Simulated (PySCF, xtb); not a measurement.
Ge(F)(Cl)2(OH) (Cl2FGeHO), SMILES [Ge]([F])([Cl])([Cl])[OH]. Other conformers were not sampled.

Harmonic wavenumbers (cm⁻¹) from GFN2-xTB in xtb at its own minimum, in rising order: 99, 134, 150, 163, 190, 219, 346, 405, 438, 572, 785, 3604.

Question: What does PySCF with PBE-D3(BJ)/def2-SVP give at its own minimum? (The exact figures need the calculation; the answer reports its results.)

Answer: 92, 135, 186, 191, 223, 237, 409, 457, 696, 731, 903, 3707. Paired by order, the mean absolute difference is 73 cm⁻¹ and the zero-point energies are 10.2 and 11.4 kcal/mol.
